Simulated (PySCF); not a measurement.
**Computed structure and properties of Gd(P5)F2**

System: Gd(P5)F2 (singlet in the valence; each metal's 4f electrons, 7 of them, lie in its core potential, out of spins and levels); start: displaced along the imaginary mode (C1). Method: PySCF 2.14.0, RKS TPSS, Gd lcecp-1-SVP with ECP53, P def2-SVP, F def2-SVP; non-relativistic Hamiltonian with scalar-relativistic core potentials where named; density fitting; no spin-orbit coupling.

Input of the relaxation:

```python
mol = gto.M(atom='''
Gd     0.00369     0.00147    -1.03664
P      1.75140     0.51793     1.60948
P      0.04037     1.81291     1.58208
P     -1.73115     0.60423     1.62072
P     -1.10868    -1.44131     1.59405
P      1.03799    -1.49723     1.59643
F      1.64545    -0.24053    -2.23004
F     -1.65972     0.23395    -2.20004''',
    basis={'Gd': 'lcecp-1-SVP', 'P': 'def2-SVP', 'F': 'def2-SVP'},
    ecp={'Gd': 'lcecp-1-SVP'},
    charge=0, spin=0)
mf = dft.RKS(mol, xc='TPSS')
mf.grids.atom_grid = (50, 194)  # f atoms: unpruned, at least (60, 302)
mf = mf.density_fit()  # fitting sets: Gd AutoAux, P def2-universal-JKFIT, F def2-universal-JKFIT
mf.conv_tol = 1e-08; mf.max_cycle = 55
mf.kernel(dm0)  # dm0: converged density of the start geometry
# quasi-Newton relaxation in Cartesian coordinates to a largest gradient under 0.00045 Eh/bohr, steps kept in the point group
```

Run from Python with OMP_NUM_THREADS=4; the lines above give its settings. Where DIIS fails, smearing, a level shift and second-order steps follow.
It took 23 s on 4 threads of Intel(R) Xeon(R) 6975P-C (Granite Rapids), with other jobs on the host, from the converged density of the start.

Course of the relaxation:

```
step  energy above end (eV)  largest force component within the symmetry (eV/Å)
   0                 0.0063                                               0.389
   1                 0.0006                                               0.110
   2                 0.0000                                               0.012
   3                 0.0000                                               0.010
```

Relaxed geometry (C1):

```xyz
8

Gd    0.0031   -0.0042   -1.0391
P     1.7499    0.5194    1.6051
P     0.0382    1.8116    1.5767
P    -1.7306    0.6017    1.6173
P    -1.1066   -1.4425    1.5934
P     1.0389   -1.4955    1.5964
F     1.6316   -0.2404   -2.2216
F    -1.6452    0.2413   -2.1921
```

```csv
contact,Å
Gd1–P3 (P5),3.184
Gd1–F7 (F),2.026
Gd1–F8 (F),2.026
```

On the finer grid (75, 302):

```json
{
  "HOMO": "-6.73 eV",
  "LUMO": "-4.25 eV",
  "Dipole about the centre of mass": "1.35 D",
  "Set of Mulliken populations of Gd1 outside the core potential": "s 2.21, p 6.34, d 1.30, f 0.07",
  "D3(BJ) dispersion energy (not in the energies)": "-0.743 eV"
}
```

| atom | Mulliken (e) | Löwdin (e) | spin (e) |
| --- | --- | --- | --- |
| Gd1 | 1.08 | 0.21 | 0.00 |
| P2 | -0.05 | 0.07 | 0.00 |
| P3 | -0.11 | 0.04 | 0.00 |
| P4 | -0.04 | 0.08 | 0.00 |
| P5 | -0.09 | 0.05 | 0.00 |
| P6 | -0.08 | 0.06 | 0.00 |
| F7 | -0.36 | -0.26 | 0.00 |
| F8 | -0.36 | -0.26 | 0.00 |

The 4f levels lie in the core potential and are missing. Their spin isn't counted.

No frequency check is given for this geometry.

Taking off one P5 (charge -1, singlet; the rest: singlet) in vacuum, both parts rigid, costs 6.77 eV; the small basis without counterpoise inflates it. Most of it is the attraction of opposite charges; other ways to part are cheaper, and one spin state was tried for the rest.

Rigid scan of P5 along the line from its metal:

```csv
distance to the ring centre (Å),energy (eV)
2.34,0.333
2.44,0.136
2.54,0.031
2.64,0.000
2.74,0.026
2.84,0.097
3.04,0.331
3.34,0.803
3.74,1.481
4.24,2.244
```

Taking off one F (charge -1, singlet; the rest: singlet) in vacuum, both parts rigid, costs 11.85 eV; the small basis without counterpoise inflates it. Most of it is the attraction of opposite charges; other ways to part are cheaper, and one spin state was tried for the rest.

Rigid scan of F along the line from its metal:

```
distance to F7 (Å)  energy (eV)
              1.73        1.484
              1.83        0.562
              1.93        0.121
              2.03        0.000
              2.13        0.089
              2.23        0.310
              2.43        0.957
              2.73        2.062
              3.13        3.373
              3.63        4.524
```

One start shape was tried, so this needn't be the lowest isomer.

An lcecp potential fixes the number of 4f electrons, so in runs with it no electron can move into or out of that shell.
